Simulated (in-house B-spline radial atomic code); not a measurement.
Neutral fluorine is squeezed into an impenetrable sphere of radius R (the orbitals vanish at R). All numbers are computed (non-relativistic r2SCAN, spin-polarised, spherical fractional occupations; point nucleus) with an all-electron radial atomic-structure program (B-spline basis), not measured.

Energies in eV above the free atom in [He] 2s2 2p5:

```tsv
R (bohr)	highest level (eV)	[He] 2s2 2p5	[He] 2s1 2p6
9.13	-10.4	3.824e-05	19.78
5.69	-10.3	0.0221	19.81
4.75	-10.1	0.131	19.93
4.57	-10	0.1851	20
3.83	-9.25	0.7902	20.69
3.03	-6.47	4.136	24.43
2.41	0.367	16.48	37.69
2.16	6.07	29.74	51.57
1.9	15.7	56.35	78.9
1.26	81.3	318.3	337
```

Problem. Does [He] 2s1 2p6 fall below [He] 2s2 2p5 under compression?

Solution. No, it stays above over the whole range.

The highest level is first positive in the row R = 2.41 bohr, pushed up by confinement above the zero of the free ion's potential. Each configuration is held fixed and needn't be the lowest in the sphere.
